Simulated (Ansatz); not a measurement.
The cluster PtO₂⁻, relaxed as a doublet with UKS r2SCAN-D4/def2-TZVPD in Ansatz, starting from the GFN2-xTB geometry. Force threshold 0.02 eV/Å.

In the def2 sets Pt takes a core potential; there is no spin–orbit coupling. The structure holds 1 bond(s) between oxygen atoms. The charge -1 doublet is spin-contaminated (final ⟨S²⟩ up to 0.96, 0.75 for a pure state). The highest occupied level of the charge -1 doublet lies above zero (up to 0.80 eV). It is a level of β spin, whose loss leaves a triplet; that state wasn't run at this geometry and level. The electron is either unbound and held by the finite basis, or the level is raised by self-interaction error. The relaxation made no stability test and no search for a lower SCF solution. No other spin state of charge -1 was run. Another isomer (doublet) lies 3.18 eV lower at PBE0-D4/def2-TZVPD; other spin states weren't run for this one.

Start:

```csv
atom,x (Å),y (Å),z (Å)
Pt1,0.652,-0.047,-1.110
O2,0.294,-0.034,0.918
O3,-0.946,0.081,0.192
```

| step | energy (eV) | largest force component (eV/Å) | SCF passes |
| --- | --- | --- | --- |
| 1 | -7339.8627 | 1.359 | 34 |
| 2 | -7339.9408 | 0.620 | 35 |
| 3 | -7339.9742 | 0.501 | 77 |
| 4 | -7339.9981 | 0.473 | 36 |
| 5 | -7340.0154 | 0.749 | 42 |
| 6 | -7340.0351 | 0.582 | 38 |
| 7 | -7340.0515 | 0.158 | 43 |
| 8 | -7340.0521 | 0.033 | 38 |
| 9 | -7340.0522 | 0.010 | 39 |

Force components are those of the run's own axes.

End:

```xyz
3

Pt    0.721   -0.054   -1.076
O     0.287   -0.032    0.792
O    -1.007    0.086    0.284
```

By distances, no bond broke or formed. The bond that changes most is Pt1–O2, from 2.06 to 1.92 Å (atoms count from 1).

No frequencies were taken in this run, so the end may be a saddle point.

Run time 22 s (4 threads of Arm Neoverse V1 on a shared host).
